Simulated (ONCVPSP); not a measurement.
## cerium, ONCV: configuration errors across variants

| Item | Value |
| --- | --- |
| Element | cerium (Ce) |
| Generator | ONCVPSP 4.0.1 |
| Type | optimised norm-conserving Vanderbilt (ONCV) |
| Functional | PBE |
| Relativity | scalar-relativistic |
| Frozen core | [Kr] 4d10 4f1 |
| Valence charge | 11 |
| Reference configuration | 5s2 5p6 5d1 6s2 |
| Partial waves | 5s+6s: rc 2.05 bohr, ncon 5, nbas 10, qcut 5.1 1/bohr, 2 projectors; 5p: rc 2.05 bohr, ncon 4, nbas 8, qcut 4.4 1/bohr, 2 projectors, debl 2.9 Ha; 5d: rc 3.60 bohr, ncon 5, nbas 9, qcut 5.1 1/bohr, 2 projectors, debl 1.9 Ha |
| Local potential | polynomial inside 1.70 bohr (lpopt 5, dvloc0 0 Ha) |
| Core correction | Teter function, fcfact 3.75, rcfact 1.25 |

All-electron excitation energies from the reference (eV): (1) 5s2 5p6 5d1 6s1 6.070; (2) 5s2 5p6 5d1 6s0 17.151; (3) 5s2 5p6 5d0 6s0 36.330; (4) 5s2 5p6 5d2 6s1 0.893.

2 further variants failed, have other tests or too few solved ones, and are left out.

Errors AE − PS in meV (a dash: test not solved or not reliable):

```tsv
change	(1)	(2)	(3)	(4)	bound ghosts	GHOST(+) flags above zero
base	-1.1	-2.2	-23	-5.3	none	s
s: rc 2.12	-1.1	-2.4	-23	-5.4	none	s
s: rc 2.32	-1.3	-3.3	-24	-6.0	none	s
s: rc 2.88	-1.7	-6.0	-24	-7.5	none	s
```

Problem. Give the same row for: s: rc 2.66.

Solution. -1.5, -4.8, -24, -6.9; bound ghosts: none; GHOST(+) flags above zero: s.
